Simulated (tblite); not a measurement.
A tight-binding relaxation on `CC[C@@H]1CO[Si@H]([SiH3])C1`.

Computed with GFN2-xTB geometry optimisation, gas phase (tblite 0.8.0). Start geometry: from a force field or distance geometry. The input is one job of a driver script: a line of settings, then coordinates in Å.

Command:
```bash
OMP_NUM_THREADS=1 python probes_run.py task.json out
```

Input:
```
{"job": {"kind": "relax", "xc": "GFN2-xTB", "basis": "xTB"}, "charge": 0, "multiplicity": 1}
C     -2.940000     0.528300     0.722500
C     -1.809800     0.449000    -0.270500
C     -0.742500    -0.561100     0.103600
C     -0.064400    -0.333200     1.392400
O      1.025900     0.531000     1.194800
Si     1.809800    -0.391800    -0.045300
Si     3.373200     0.670000    -1.154000
C      0.250400    -0.713200    -1.008200
H     -3.728300    -0.240000     0.497400
H     -2.640900     0.328200     1.773000
H     -3.454800     1.515900     0.627100
H     -1.316600     1.435400    -0.315900
H     -2.240300     0.147200    -1.230600
H     -1.264100    -1.559500     0.188500
H     -0.649500     0.118700     2.204400
H      0.410800    -1.272800     1.786400
H      2.291800    -1.649700     0.503600
H      3.819100    -0.150800    -2.308600
H      3.051300     2.029800    -1.564500
H      4.569100     0.773800    -0.273300
H      0.213600    -1.712600    -1.475200
H      0.025800     0.076600    -1.749400
```

Output:
```
step      E/eV     max force
  0    -690.48172    3.478
  1    -690.85311    1.319
  2    -690.94877    0.887
  3    -691.01251    0.969
  4    -691.08146    0.648
  5    -691.11735    0.486
  6    -691.15153    0.378
  7    -691.18040    0.351
  8    -691.20833    0.334
  9    -691.23092    0.370
... (155 lines left out)
165    -691.52845    0.018
166    -691.52850    0.020
167    -691.52855    0.017
168    -691.52860    0.010
169    -691.52864    0.011
170    -691.52867    0.012
171    -691.52871    0.012
172    -691.52875    0.013
173    -691.52878    0.012
174    -691.52880    0.009
```

«max force» is the largest atomic force in eV/Å.

In short: energy lowered by 24.1 kcal/mol over 174 steps; largest atomic force 0.009 eV/Å at the end.

On Intel Xeon at 2.50 GHz, one thread, no GPU, shared host with 64 logical CPUs at a one-minute load of 62, this took 7.2 s wall, 5.4 s CPU.
Labels such as C1 count atoms from 1, the log's own numbers from 0.
